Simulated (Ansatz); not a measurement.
`[F][GaH][SiH3]` and `[F][GaH][ZnH]` differ in one atom or group.

Ansatz, PBE0-D4/def2-TZVP geometries, multiplicity 1. 

Scalar relativity is left out up to krypton.

```tsv
property	`[F][GaH][SiH3]`
LUMO energy (B3LYP/def2-TZVPP) / eV	-2.22
LUMO energy (ωB97M-V/def2-TZVPP) / eV	-0.22
size of the dipole moment (ωB97M-V/def2-TZVPP) / D	2.31
size of the dipole moment (B3LYP/def2-TZVPP) / D	2.33
HOMO–LUMO gap (PBE0/def2-TZVPP) / eV	6.07
HOMO energy (PBE/def2-TZVPP) / eV	-6.86
```

**Question.** Give the same properties after the change, and the shifts. (Best estimate.)

**Answer.** Ansatz gave: 
```
                                          property  `[F][GaH][ZnH]`  shift
               LUMO energy (B3LYP/def2-TZVPP) / eV            -2.56  -0.34
             LUMO energy (ωB97M-V/def2-TZVPP) / eV            -0.66  -0.44
size of the dipole moment (ωB97M-V/def2-TZVPP) / D             2.50   0.19
  size of the dipole moment (B3LYP/def2-TZVPP) / D             2.48   0.15
              HOMO–LUMO gap (PBE0/def2-TZVPP) / eV             4.86  -1.21
                 HOMO energy (PBE/def2-TZVPP) / eV            -6.12   0.74
```

With PBE0 the HOMO rises by 0.86 eV and the LUMO falls by 0.35 eV, so the gap narrows by about 1.21 eV. PBE moves the HOMO by 0.74 eV and ωB97M-V by 0.88 eV. The zero-point energy changes by -47.4 kJ/mol with -6 modes. Dipoles are sizes alone; their direction can turn.

B3LYP here is the variant with VWN-RPA as its local correlation; programs differ in this.
